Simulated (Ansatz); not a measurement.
Calculated with Ansatz (gas phase, PBE0-D4/def2-TZVP geometries, no zero-point term in ΔE). CCSD(T)/CBS adds triple-zeta CCSD(T) − MP2 to the extrapolated MP2 energy (def2 sets, frozen cores). Double bonds are as drawn, so ΔE can hold a change between cis and trans. DFT in def2-TZVPP. B3LYP here is the variant with VWN-RPA as its local correlation; programs differ in this. def2 core potentials past Kr. For Te outer-core shells are correlated without core-valence functions, which leaves a few kJ/mol of doubt a bond. Each species was taken in one conformer, which may not be the lowest.

Consider the formal exchange of groups at the Si–C bond: `[SiH3]C[SiH2][TeH]` + `Cl/C=C/CCl` → `ClC[SiH2][TeH]` + `[SiH3]C/C=C/Cl`.

```tsv
level	ΔE (kJ/mol)	difference from CCSD(T)/CBS
PBE-D4	18.1	-1.4
r2SCAN-D4	18.6	-0.9
PBE0-D4	19.4	-0.1
B3LYP-D4	18.0	-1.5
ωB97X-V	18.3	-1.2
B2PLYP	16.0	-3.5
PBE	15.3	-4.2
r2SCAN	18.0	-1.5
B3LYP	13.3	-6.2
HF/def2-TZVPP	14.6	-4.9
CCSD/def2-TZVPP	18.7	-0.8
CCSD(T)/def2-TZVPP	19.5	0.0
HF/def2-QZVPP	14.5	-5.0
SCS-MP2/def2-QZVPP	19.1	-0.4
HF/CBS(def2)	14.5	-5.0
CCSD/CBS(def2)	18.7	-0.8
CCSD(T)/CBS	19.5	0
```

Largest T1 diagnostic among the species: 0.011.

The D4 term adds +4.7 kJ/mol with B3LYP and +2.6 kJ/mol with PBE0; it sums over pairs of atoms, weighted by their polarisabilities, and B3LYP, whose exchange is more repulsive, gets the larger term. In def2-TZVPP, CCSD(T) changes the Hartree–Fock value by +4.9 kJ/mol (the triples alone add +0.8 kJ/mol) and MP2 by +6.3 kJ/mol.
